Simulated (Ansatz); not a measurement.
C3H9O2Si (SMILES CO[Si](C)OC), doublet, geometry from GFN2-xTB; MP2/STO-3G run with Ansatz (an electronic-structure program).

Ansatz was given this input:
Ansatz 0.2 input:
```yaml
crystal:
  periodic: [false, false, false]
  atoms:
    - {symbol: C, position_ang: [-2.27314975, -0.92735090, -0.31781864]}
    - {symbol: O, position_ang: [-0.89153368, -0.76475197, -0.30457590]}
    - {symbol: Si, position_ang: [0.01879470, 0.30171243, 0.56011980]}
    - {symbol: C, position_ang: [-0.41433734, 2.11669430, 0.18789395]}
    - {symbol: O, position_ang: [1.53336288, 0.10005209, -0.00807647]}
    - {symbol: C, position_ang: [2.17956423, -1.07113937, -0.39841495]}
    - {symbol: H, position_ang: [-2.77974504, 0.01491483, -0.54257224]}
    - {symbol: H, position_ang: [-2.51783790, -1.65840423, -1.09001329]}
    - {symbol: H, position_ang: [-2.63045096, -1.29367249, 0.64835554]}
    - {symbol: H, position_ang: [-0.40713752, 2.28924205, -0.88724470]}
    - {symbol: H, position_ang: [-1.39942526, 2.36869412, 0.56743619]}
    - {symbol: H, position_ang: [0.30253740, 2.79012505, 0.64172654]}
    - {symbol: H, position_ang: [2.98617148, -0.79876014, -1.08128763]}
    - {symbol: H, position_ang: [1.49088979, -1.75239707, -0.90080548]}
    - {symbol: H, position_ang: [2.60477603, -1.57534139, 0.47398452]}
basis:
  gaussian:
    orbitals: STO-3G
magnetization: {spin_polarized: true, initial_magnetization: 1}
correlation: {method: mp2, electrons: outside_noble_gas}
accuracy: high
```

What the program printed (banner, timings and long lists left out):

```
Functional definition: HF
932 factors; integrals over basis functions are off by at most 4.1e-9 eV
mean field evaluation 1: about -14983.5092 eV, gradient 2.0e1 eV
mean field evaluation 2: about -14983.8117 eV, gradient 2.0e1 eV
mean field evaluation 4: about -14986.6313 eV, gradient 1.5e0 eV
mean field evaluation 8: about -14986.6716 eV, gradient 2.3e-4 eV
mean field -14986.66875184 eV, -550.7499183012 hartree, gradient 1.4e-8 eV, S^2 0.755492; 0 other end points of the search recorded, 0 dependent functions left out
10 core orbitals not correlated
reference -14986.66875184 eV, -550.7499183012 hartree; 19, 18 occupied and 14, 15 virtual orbitals, 932 factors
second order -6.80711685 eV of doubles, -0.00000000 eV of singles
Total energy: -14993.47586869 eV, -551.0000752312 hartree
```
